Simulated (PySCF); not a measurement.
Ionisation energy of Gd by level of theory

Gd [Xe] 4f7 5d1 6s2 [4f5/2^6 4f7/2^1 5d3/2^1, M_J = 2] → Gd⁺ [Xe] 4f7 5d1 6s1 [4f5/2^6 4f7/2^1 5d3/2^1 6s1/2^1, M_J = 5/2], as a difference of total energies. Calculation: PySCF 2.14, in x2c-SVPall-2c (7s10p9d3f1g, 112 functions); the two-component X2C-1e Hamiltonian. Correlated levels: [Ar] 3d10 frozen; the 16 highest virtual spinors dropped. "Screened" scales the spin-orbit matrix elements by Boettger's factors to mimic the two-electron term; Breit and QED terms are absent.

```tsv
method	ionisation energy (eV)
GHF (spin-free)	4.926
GMP2 (spin-free)	5.812
GHF (screened spin-orbit)	4.937
GMP2 (screened spin-orbit)	5.800
```

Task: How much does correlation contribute at GMP2 (screened spin-orbit)?

Result: 5.800 − (4.937) = 0.863 eV, measured against GHF (screened spin-orbit).

The spin-free rows relax to the high-spin LS determinant and lack the spin-orbit shift.

Errors of the correlated levels include the incompleteness of this basis and the frozen core.

The labels give the starting determinants; with spin-orbit coupling the two ends relaxed to ⟨J²⟩ = 9.46, ⟨L²⟩ = 6.75, ⟨S²⟩ = 20.38 and ⟨J²⟩ = 12.48, ⟨L²⟩ = 6.05, ⟨S²⟩ = 24.59.

MP2 underrates the near-degeneracy of ns² with np² in the lower species.

The determinant of Gd and of Gd⁺ mixes levels of different J (the jj label is only the starting occupation), so the difference between spin-free and spin-orbit rows is not the physical spin-orbit shift.

For comparison: 6.150 eV (measured; NIST Atomic Spectra Database, ionization energies).
